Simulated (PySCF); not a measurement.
F3Y, charge -1, doublet, at a GFN2-xTB geometry (such geometries of metal compounds can be far from the true shape) (the multiplicity is a formal guess) (all electrons, no relativity) (in this run its highest filled SCF level lies above zero, so its values depend strongly on the basis, on diffuse functions most of all); PBE0/3-21G (PySCF).

Input for PySCF:
```python
from pyscf import gto, scf, dft

mol = gto.Mole()
mol.atom = '''
    Y    -0.000000    0.000000    0.000000
    F    -1.624289   -0.999947    0.071333
    F     0.010960    1.749501   -0.763167
    F     1.613330   -0.749554    0.691834
'''
mol.basis = '3-21g'
mol.charge = -1
mol.spin = 1
mol.verbose = 4
mol.build()

mf = dft.UKS(mol)
mf.xc = 'pbe0'
mf.kernel()
```

What the program printed (banner, timings and long lists left out):

```
PySCF version 2.14.0

[INPUT] verbose = 4
[INPUT] num. atoms = 4
[INPUT] num. electrons = 67
[INPUT] charge = -1
[INPUT] spin (= nelec alpha-beta = 2S) = 1
[INPUT] symmetry False subgroup None
[INPUT] Mole.unit = angstrom
[INPUT] Symbol           X                Y                Z      unit          X                Y                Z       unit  Magmom
[INPUT]  1 Y      0.000000000000   0.000000000000   0.000000000000 AA    0.000000000000   0.000000000000   0.000000000000 Bohr   0.0
[INPUT]  2 F     -1.624289000000  -0.999947000000   0.071333000000 AA   -3.069461357144  -1.889625969080   0.134799833644 Bohr   0.0
[INPUT]  3 F      0.010960000000   1.749501000000  -0.763167000000 AA    0.020711398325   3.306077744653  -1.442176617306 Bohr   0.0
[INPUT]  4 F      1.613330000000  -0.749554000000   0.691834000000 AA    3.048751848545  -1.416451775572   1.307376783662 Bohr   0.0

nuclear repulsion = 330.827810595259
number of shells = 29
number of NR pGTOs = 126
number of NR cGTOs = 63
basis = 3-21g
ecp = {}

******** <class 'pyscf.dft.uks.UKS'> ********
method = UKS
initial guess = minao
damping factor = 0
level_shift factor = 0
DIIS = <class 'pyscf.scf.diis.CDIIS'>
diis_start_cycle = 1
diis_space = 8
diis_damp = 0
SCF conv_tol = 1e-09
SCF conv_tol_grad = None
SCF max_cycles = 50
direct_scf = True
direct_scf_tol = 1e-13
number electrons alpha = 34  beta = 33
XC library pyscf.dft.libxc version 7.1.2
    S. Lehtola, C. Steigemann, M. J. T. Oliveira, and M. A. L. Marques,  SoftwareX 7, 1–5 (2018)
XC functionals = pbe0
    C. Adamo and V. Barone,  J. Chem. Phys. 110, 6158 (1999)
    M. Ernzerhof and G. E. Scuseria,  J. Chem. Phys. 110, 5029 (1999)
radial grids:
    Treutler-Ahlrichs [JCP 102, 346 (1995); DOI:10.1063/1.469408] (M4) radial grids

becke partition: Becke, JCP 88, 2547 (1988); DOI:10.1063/1.454033
pruning grids: <function nwchem_prune>
grids dens level: 3
symmetrized grids: False
atomic radii adjust function: <function treutler_atomic_radii_adjust>
small_rho_cutoff = 0
Set gradient conv threshold to 3.16228e-05
tot grids = 64664
init E= -3610.61222225706

cycle= 1 E= -3615.03033812923  delta_E= -4.42  |g|= 0.704  |ddm|=  1.7
cycle= 2 E= -3615.03674398691  delta_E= -0.00641  |g|= 0.806  |ddm|= 1.96
cycle= 3 E= -3615.20654436856  delta_E= -0.17  |g|= 0.145  |ddm|= 0.635
cycle= 4 E= -3615.21786564186  delta_E= -0.0113  |g|= 0.0159  |ddm|= 0.312
cycle= 5 E= -3615.21809232945  delta_E= -0.000227  |g|= 0.00348  |ddm|= 0.0849
cycle= 6 E= -3615.21811303038  delta_E= -2.07e-05  |g|= 0.000643  |ddm|= 0.0313
cycle= 7 E= -3615.2181140397  delta_E= -1.01e-06  |g|= 9.12e-05  |ddm|= 0.00979
cycle= 8 E= -3615.21811405564  delta_E= -1.59e-08  |g|= 7.13e-05  |ddm|= 0.00134
cycle= 9 E= -3615.21811405762  delta_E= -1.98e-09  |g|= 1.51e-05  |ddm|= 0.000167
cycle= 10 E= -3615.21811405779  delta_E= -1.7e-10  |g|= 3.25e-06  |ddm|= 6.09e-05
Extra cycle  E= -3615.21811405777  delta_E= 1.55e-11  |g|= 4.83e-06  |ddm|= 1.33e-05
converged SCF energy = -3615.21811405777  <S^2> = 0.75074724  2S+1 = 2.0007471
```
